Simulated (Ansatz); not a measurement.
A search over several starts for the lowest SCF solution of Fe₆⁺ at the given spin, in a small basis.

```yaml
crystal:
  periodic: [false, false, false]
  atoms:
    - {symbol: Fe, position_ang: [1.489394, 0.926490, 0.451947]}
    - {symbol: Fe, position_ang: [0.406155, -0.018701, -1.303740]}
    - {symbol: Fe, position_ang: [-1.088144, 1.406066, -0.357750]}
    - {symbol: Fe, position_ang: [1.091360, -1.405196, 0.358791]}
    - {symbol: Fe, position_ang: [-1.492143, -0.924474, -0.452898]}
    - {symbol: Fe, position_ang: [-0.406623, 0.015825, 1.303640]}
basis:
  gaussian: {orbitals: def2-SVP, initial_orbitals: start.molden}
total_charge: 1
magnetization: {spin_polarized: true, initial_magnetization: 17}
hamiltonian: {xc: pbe, dispersion: d4}
output: {orbitals: {seedname: orbitals}}
```

The file start.molden holds the orbitals of an earlier run on this structure, at another level or in another basis.

```sh
$ ansatz run in.yaml --threads 4 --pin off --events-out ev --progress --plain --max-ram 4787MiB
```

Shortened log:

```
Functional definition: PBE
2280 factors; their error is unknown
mean field evaluation 1: about -206208.0543 eV, gradient 1.7e2 eV
mean field evaluation 2: about -206224.7781 eV, gradient 2.3e1 eV
mean field evaluation 4: about -206248.0380 eV, gradient 8.0e0 eV
mean field evaluation 8: about -206255.2987 eV, gradient 5.1e0 eV
mean field evaluation 16: about -206255.5777 eV, gradient 1.7e-5 eV
mean field evaluation 32: about -206253.2100 eV, gradient 6.8e0 eV
mean field evaluation 64: about -205977.7149 eV, gradient 9.9e1 eV
mean field evaluation 96: about -205596.6448 eV, gradient 1.7e2 eV
mean field evaluation 128: about -205752.9930 eV, gradient 1.8e2 eV
mean field evaluation 160: about -205545.1856 eV, gradient 1.9e2 eV
mean field evaluation 192: about -206124.2471 eV, gradient 4.3e1 eV
mean field evaluation 224: about -205677.1096 eV, gradient 1.2e2 eV
mean field evaluation 256: about -206254.1322 eV, gradient 6.3e0 eV
mean field evaluation 288: about -206255.5873 eV, gradient 3.2e-1 eV
mean field evaluation 320: about -206255.5631 eV, gradient 1.8e0 eV
mean field evaluation 352: about -206255.0270 eV, gradient 3.4e0 eV
mean field evaluation 384: about -206255.2533 eV, gradient 4.5e0 eV
mean field evaluation 416: about -206255.1111 eV, gradient 1.5e-1 eV
mean field evaluation 448: about -206255.3502 eV, gradient 1.4e0 eV
mean field -206255.57769106 eV, -7579.7526750944 hartree, gradient 3.2e-6 eV, S^2 81.343820; 15 other end points of the search recorded, 0 dependent functions left out
reference -206255.57774065 eV, -7579.7526769171 hartree; 86, 69 occupied and 100, 117 virtual orbitals, 2280 factors
Total energy: -206255.98853136 eV, -7579.7677731970 hartree
```

Hardware: 4 threads of Arm Neoverse V1 on a shared host. Wall time 2.6 min, peak host memory 0.95 GiB.

The charge 1 multiplicity 18 is spin-contaminated (final ⟨S²⟩ up to 81.34, 80.75 for a pure state). An occupied level of the charge 1 multiplicity 18 lies above an empty one of the other spin, so a lower spin may lie lower. No other spin state of charge 1 was run. The geometry of the multiplicity 18 was relaxed on an unsound state (⟨S²⟩ 81.34, where a pure state has 80.75). The structure comes from a short search, and lower isomers may exist.
